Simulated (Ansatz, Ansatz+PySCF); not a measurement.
```xyz
11

C    -0.0068    0.0492   -0.0054
C     0.0266    0.8202    1.2452
C     0.0158   -0.0322    2.5020
H    -0.0244    0.6509   -0.8326
H     0.9358   -0.6336    0.0048
H    -0.8562   -0.6442    0.0195
H    -0.8523    1.4574    1.2795
H     0.9156    1.4997    1.3051
H    -0.0081    0.6451    3.4623
H    -0.8493   -0.6051    2.5675
H     0.8557   -0.6582    2.5288
```

Basis set: def2-SVP (spherical functions). Left uncorrelated: 3 orbitals. Charge 0, multiplicity 1.

Computed with Ansatz (development build ahead of 0.2.0); each method stands on the lowest determinant of its kind that the runs found. Restricted open shells among the atoms or ions are ROHF, correlated in semicanonical orbitals with singles.

**Question.** Give the atomization energy at this shape (free ground-state atoms in the same class of orbitals less the molecule, no zero-point energy) of singlet C3H8 by RHF-MP2, RHF.

**Answer.**

```csv
method,atomization energy
RHF-MP2,41.62 eV
RHF,33.90 eV
```

Caution: the shape is not the minimum.
